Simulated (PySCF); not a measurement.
**`N#[C][Ge@@H]([NH2])[Si@H](F)[SiH3]`, CH$_{7}$FGeN$_{2}$Si$_{2}$**

Molfile (atoms numbered from 1):
```
CH7FGeN2Si2
     RDKit          3D

 14 13  0  0  0  0  0  0  0  0999 V2000
   -1.1482   -3.1756    0.2044 N   0  0  0  0  0  0  0  0  0  0  0  0
   -1.2691   -2.0533    0.0056 C   0  0  0  0  0  0  0  0  0  0  0  0
   -1.4213   -0.1701   -0.3863 Ge  0  0  1  0  0  4  0  0  0  0  0  0
   -1.8839    0.4877    1.2522 N   0  0  0  0  0  0  0  0  0  0  0  0
    0.6481    0.8283   -0.8991 Si  0  0  2  0  0  4  0  0  0  0  0  0
    0.9124    0.4513   -2.4548 F   0  0  0  0  0  0  0  0  0  0  0  0
    2.4483    0.1139    0.3840 Si  0  0  0  0  0  4  0  0  0  0  0  0
   -2.6183   -0.2051   -1.3576 H   0  0  0  0  0  0  0  0  0  0  0  0
   -2.6713    0.0608    1.7200 H   0  0  0  0  0  0  0  0  0  0  0  0
   -1.9789    1.4895    1.3366 H   0  0  0  0  0  0  0  0  0  0  0  0
    0.4239    2.2732   -1.0211 H   0  0  0  0  0  0  0  0  0  0  0  0
    2.0387   -0.0372    1.7819 H   0  0  0  0  0  0  0  0  0  0  0  0
    2.9873   -1.1652   -0.0838 H   0  0  0  0  0  0  0  0  0  0  0  0
    3.5319    1.1012    0.3359 H   0  0  0  0  0  0  0  0  0  0  0  0
  1  2  3  0
  2  3  1  0
  3  4  1  0
  3  5  1  0
  5  6  1  0
  5  7  1  0
  3  8  1  6
  4  9  1  0
  4 10  1  0
  5 11  1  6
  7 12  1  0
  7 13  1  0
  7 14  1  0
M  END
```

The calculation used PySCF 2.14.0, TDDFT BHandHLYP/def2-SVPD circular dichroism and optical rotation, one conformer, gas phase. Geometry: GFN2-xTB.

The molecule is flexible and this is one conformer; a measurement averages over conformers. The calculation is non-relativistic, which matters for the atoms heavier than Zn.

Problem. What are the CIP labels of the stereocentres?

Solution. Ge3 S, Si5 R.

Problem. List the lowest 8 singlet excitations with oscillator and rotatory strengths.

Solution. Rotatory strengths R in 10⁻⁴⁰ esu² cm², velocity form and length form (origin at the centre of mass); f in length form.
```tsv
state	E (eV)	λ (nm)	f	R (velocity)	R (length)	main
1	5.66	219	0.014	-24.7	-24.2	HOMO→LUMO 0.89
2	6.22	199	0.043	+32.0	+34.1	HOMO−1→LUMO 0.85
3	6.76	183	0.146	+43.8	+42.1	HOMO→LUMO+1 0.76, HOMO→LUMO+2 0.10
4	6.92	179	0.029	-45.0	-43.5	HOMO−2→LUMO 0.30, HOMO−3→LUMO 0.13
5	7.01	177	0.038	+30.6	+29.7	HOMO→LUMO+2 0.41, HOMO−2→LUMO 0.30
6	7.11	174	0.042	-60.7	-60.4	HOMO−2→LUMO 0.24, HOMO−3→LUMO 0.16
7	7.26	171	0.086	-17.2	-16.7	HOMO−1→LUMO+1 0.69, HOMO→LUMO+2 0.08
8	7.44	167	0.0004	+3.9	+2.9	HOMO−1→LUMO+2 0.22, HOMO−4→LUMO 0.12
```

Among the states computed, the strongest CD band (largest |R|) is state 6. The largest dissymmetry factor in size, g = 4R/(D+G), with D and G the electric and magnetic dipole strengths, is +0.087 for state 8 (velocity form, f = 0.0005), among bands with |R| over 0.5. The mirror image has the same energies and oscillator strengths and all R with the opposite sign.
